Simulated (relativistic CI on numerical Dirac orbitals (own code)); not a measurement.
What each ingredient does to the levels of Rb XXXIV

Base calculation: Dirac-Coulomb-Breit CI, KLI orbitals optimised for each configuration, a model potential for QED, unscaled Slater integrals.

Configuration list (outside the closed core 1s2): 2s², 2s2p, 2p², 2p3s, 2p3p, 2s3s, 2s3p, 2s3d, 2s4s, 2s4p, 2s4d, 2s4f, 3s², 3s3p, 3p². Levels of other configurations are missing.

Variants: (1) P86 correlation estimate; (2) configuration mixing switched off; (3) non-relativistic limit. Shifts of the energy above 2s² ¹S0, in eV, for the lowest level and the first level of each name with at least 55 % of one term (blank where a level changes its place among those of its configuration and J or its character, or is not in the variant):

```csv
Level,Base,Δ(1),Δ(2),Δ(3)
2s² ¹S0,0.00,0.00,0.00,0.00
2s2p ³P°0,64.78,+0.32,-8.96,-3.08
2s2p ³P°1,76.04,+0.32,-8.95,-14.34
2s2p ³P°2,135.71,+0.32,-8.96,-74.01
2s2p ¹P°1,182.88,+0.32,-8.88,-63.75
2p² ³P0,185.29,+0.41,-11.68,-26.36
2p² ³P1,240.31,+0.42,-8.96,-81.38
2p² ¹S0,354.73,+0.41,-14.91,-134.23
2s3s ³S1,2377.40,+0.84,-7.31,-56.39
2s3s ¹S0,2390.59,+0.84,-5.70,-57.52
2s3p ³P°0,2409.48,+1.04,-8.73,-57.72
2s3p ³P°1,2409.97,+1.04,-7.95,
2s3p ¹P°1,2428.98,+1.00,-4.03,
2s3p ³P°2,2430.22,+1.04,-8.83,-78.46
```

At this charge energies of transitions that change n are usually good to better than 1 %, and those within a shell (Δn = 0) to a few per cent.

Ionisation energy from the two ground configurations alone: base 4206.7 eV; P86 correlation estimate 4208.27 eV. The NIST ASD value (semi-empirical) is 4214 eV.

LS names give the leading component of a level, which can be under half, so a name can repeat, a term be missing and a line seem to break the LS rules.
